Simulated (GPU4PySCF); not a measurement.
DNSS (C22H12Se2), SMILES c12c(cc3ccccc3c2)c2c(c3c([se]2)cc2ccccc2c3)[se]1.

Coordinates come from a B3LYP-D3(BJ)/def2-SVP optimisation.

Method: PBE/def2-TZVP (GPU4PySCF).

The molecule is in vacuum.

Computed frontier levels, gap, dipole moment and polarisability:
| Property | Result |
|---|---|
| highest occupied level | -4.81 eV |
| lowest empty level | -2.71 eV |
| orbital gap | 2.10 eV |
| dipole moment | 0.00 D |
| quadrupole, principal values (traceless, Buckingham form, about the centre of nuclear charge) | -29.38, 7.66, 21.72 D·Å |
| mean static polarisability | 389.6 bohr³ (57.73 Å³) |
| polarisability, principal values | 141.4, 308.6, 718.8 bohr³ |
